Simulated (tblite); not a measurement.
PhOCF3, C7H5F3O.
Z-matrix (Å and degrees, GFN2-xTB geometry), rows numbered from 1:
```
F 
C   1  1.3464
F   2  1.3464  1  105.34
F   2  1.3294  1  106.55  3   112.93
O   2  1.3141  1  114.46  3  -126.61
C   5  1.4095  2  120.62  1    60.85
C   6  1.3876  5  114.62  2  -179.90
C   7  1.3815  6  119.43  5   179.99
C   8  1.3859  7  120.15  6     0.03
C   9  1.3823  8  119.80  7    -0.05
C   6  1.3830  5  124.25  2     0.09
H   7  1.0774  6  118.81  5    -0.03
H   8  1.0788  7  119.55  6  -179.98
H   9  1.0790  8  120.14  7   179.94
H  10  1.0790  9  120.27  8  -179.93
H  11  1.0783  6  121.94  5    -0.06
```

Method: GFN2-xTB as coded in tblite; computed harmonic values from a numerical Hessian at the method's own geometry, unscaled. Errors from tens to a few hundred cm⁻¹ against measured bands are possible. One conformer, not necessarily the lowest.

Harmonic wavenumbers (cm⁻¹): 29.5, 79.3, 132.1, 209.5, 300.0, 321.1, 375.7, 389.5, 467.0, 474.1, 558.0, 567.8, 586.0, 641.4, 651.8, 761.8, 797.2, 870.1, 891.6, 895.9, 925.2, 930.1, 988.1, 1012.5, 1078.6, 1100.6, 1120.3, 1172.6, 1186.1, 1205.1, 1225.5, 1284.7, 1324.1, 1440.8, 1463.9, 1593.9, 1600.1, 3092.5, 3098.2, 3106.2, 3114.8, 3121.1.

A = 2871, B = 679.1, C = 606.6 MHz; mass 162.029 u (most abundant isotopes); point group Cs, symmetry number 1.

**Question.** Zero-point energy?

**Answer.** ½Σν̃ = 23092 cm⁻¹ = 66.02 kcal/mol.

**Question.** What is S at 400 K and 1 bar for an ideal gas of classical rigid rotors and harmonic oscillators?

**Answer.** Translation 42.64, rotation 30.86, vibration 34.88: S = 108.4 cal/(mol K).

**Question.** And Cp and H(400 K) − H(0)?

**Answer.** Cp = 46.51 cal/(mol K), of which vibrations give 38.56 (their classical limit is 42 R = 83.5); H(400 K) − H(0) = 10.59 kcal/mol without the zero-point energy, 7.41 from vibrations.

**Question.** Which modes carry the vibrational entropy at 400 K?

**Answer.** 29.5 cm⁻¹: 6.45; 79.3 cm⁻¹: 4.49; 132.1 cm⁻¹: 3.48; 209.5 cm⁻¹: 2.60; 300.0 cm⁻¹: 1.93; 321.1 cm⁻¹: 1.81 cal/(mol K); the other 36 give 14.13 together.

**Question.** What must be added to the electronic energy to get the Gibbs energy at 400 K and 1 bar?

**Answer.** ZPE + [H(400 K) − H(0)] − T·S = 66.02 + 10.59 − 43.36 = 33.25 kcal/mol.

**Question.** Blend soft modes into free rotors: weight 1/[1 + (100 cm⁻¹/ν̃)⁴] for the oscillator and the rest for a rotor with moment μB/(μ + B), μ = h/(8π²ν), B = 10⁻⁴⁴ kg m². What vibrational entropy results?

**Answer.** 31.87 cal/(mol K) in place of 34.88, which changes −T·S at 400 K by +1.21 kcal/mol.

Hindered rotation and anharmonicity are outside this model. Other conformers, if any are populated, would add a mixing term that is left out.
